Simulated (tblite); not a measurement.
Compound: C₁₃H₄FN₃.
Cartesian coordinates in Å at the GFN2-xTB level; atoms count from 1:
```xyz
21
C13H4FN3 angstrom
N     -3.059    2.470    0.145
C     -2.969    1.336   -0.011
C     -2.922   -0.056   -0.207
C     -4.191   -0.650   -0.389
N     -5.231   -1.111   -0.534
C     -1.780   -0.828   -0.231
C     -1.966   -2.221   -0.444
N     -2.105   -3.345   -0.616
C     -0.431   -0.399   -0.067
C      0.659   -1.236   -0.107
C      1.828   -0.429    0.098
C      3.181   -0.464    0.194
C      3.609    0.916    0.426
F      4.896    1.228    0.567
C      2.566    1.774    0.472
C      1.381    0.955    0.265
C      0.040    0.995    0.170
H      0.644   -2.299   -0.262
H      3.852   -1.300    0.122
H      2.594    2.834    0.628
H     -0.609    1.846    0.245
```

All values are computed: GFN2-xTB (tblite) harmonic vibrations without scaling, gas phase. Errors from tens to a few hundred cm⁻¹ against measured bands are possible. One conformer, not necessarily the lowest.

Q: How many normal modes are there?

A: 21 atoms, non-linear: 3N − 6 = 57.

Q: What is the point group of the computed structure, and how do the modes divide by symmetry?

A: Cs. The vibrations span 39 a′ + 18 a″.

Q: How many distinct wavenumbers does the calculation give?

A: 57: Cs has no degenerate species.

Q: How many fundamentals are allowed in the infrared by symmetry?

A: 57 of 57: in Cs every mode is allowed. All fundamentals are allowed in the Raman spectrum.

Q: Which of the modes above 1550 cm⁻¹ are stretches that can be named?

A: C=C 1643; C≡N 2329, 2362, 2376; =C–H 3146, 3148, 3166, 3176; not assigned to one kind of bond 1571, 1624 cm⁻¹.

Q: How large is the harmonic zero-point energy?

A: ½Σν̃ = 27925 cm⁻¹ = 79.8 kcal/mol (57 modes), 35.1 kcal/mol of it from above 1550 cm⁻¹.

Q: Give the mode at 2376.0 cm⁻¹ as a wavelength, a frequency, a period and a quantum of energy.

A: 4.209 μm, 71.23 THz, 14 fs, 294.6 meV or 28.42 kJ/mol.

Q: What thermal excitation has the softest real mode at 298.15 K?

A: 35.7 cm⁻¹ is a vibrational temperature θ of 51 K. The population of v = 1 over v = 0 is exp(−θ/T) = 0.84, and the mean quantum number is 5.3.

Time: 1.3 s of wall time. Hardware: one thread, Arm Neoverse V2 (aarch64), no GPU, shared host with 96 logical CPUs at a one-minute load of 72. The figure is for the frequency step alone.
